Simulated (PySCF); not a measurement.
GeSe (SMILES [Ge]=[Se]), singlet, at a GFN2-xTB geometry. Base run: PySCF with M062X/6-31G.

PySCF was given this input:
```python
from pyscf import gto, scf, dft, solvent

mol = gto.M(
    atom='''
Ge   -0.000000   -0.000000   -1.108997
Se    0.000000    0.000000    1.043762
''',
    basis='6-31g',
    charge=0,
    spin=0,
    verbose=4,
)

mf = dft.RKS(mol)
mf.xc = 'm062x'
mf.kernel()
```

The base run was repeated with changes; each row names its change, and settings that it needs were set with it.

```
change                                                          ΔE vs base (kcal/mol)  dipole (D)  HOMO-LUMO gap (eV)
--------------------------------------------------------------  ---------------------  ----------  ------------------
base                                                                            0.000        2.60                6.83
model = IEF-PCM; solvent = tetrahydrofuran; lebedev_order = 41                  -2.94        3.90                6.98
model = IEF-PCM; solvent = tetrahydrofuran; vdw_scale = 1.1                     -3.94        4.22                7.02
model = IEF-PCM; solvent = dichloromethane                                        [?]         [?]                 [?]
model = IEF-PCM; solvent = tetrahydrofuran; vdw_scale = 1.0                     -5.43        4.59                7.06
model = IEF-PCM; solvent = tetrahydrofuran; r_probe = 0.5                       -1.54        3.36                6.91
model = IEF-PCM; solvent = methanol                                             -3.61        4.20                7.02
model = SS(V)PE; solvent = tetrahydrofuran                                      -2.94        3.90                6.98
model = IEF-PCM; solvent = tetrahydrofuran; vdw_scale = 1.4                     -1.72        3.45                6.92
model = IEF-PCM; solvent = chloroform                                             [?]         [?]                 [?]
model = IEF-PCM; solvent = tetrahydrofuran; lebedev_order = 11                  -2.88        3.87                6.97
model = ddCOSMO; solvent = tetrahydrofuran                                        [?]         [?]                 [?]
```

### Question
Fill in the missing entries.

### Answer

- model = IEF-PCM; solvent = dichloromethane, ΔE vs base (kcal/mol): -3.07
- model = IEF-PCM; solvent = dichloromethane, dipole (D): 3.96
- model = IEF-PCM; solvent = dichloromethane, HOMO-LUMO gap (eV): 6.99
- model = IEF-PCM; solvent = chloroform, ΔE vs base (kcal/mol): -2.51
- model = IEF-PCM; solvent = chloroform, dipole (D): 3.71
- model = IEF-PCM; solvent = chloroform, HOMO-LUMO gap (eV): 6.96
- model = ddCOSMO; solvent = tetrahydrofuran, ΔE vs base (kcal/mol): -3.98
- model = ddCOSMO; solvent = tetrahydrofuran, dipole (D): 4.15
- model = ddCOSMO; solvent = tetrahydrofuran, HOMO-LUMO gap (eV): 7.01

The base is the gas phase, so ΔE is the electrostatic part of solvation at a fixed geometry, without cavity and dispersion terms.
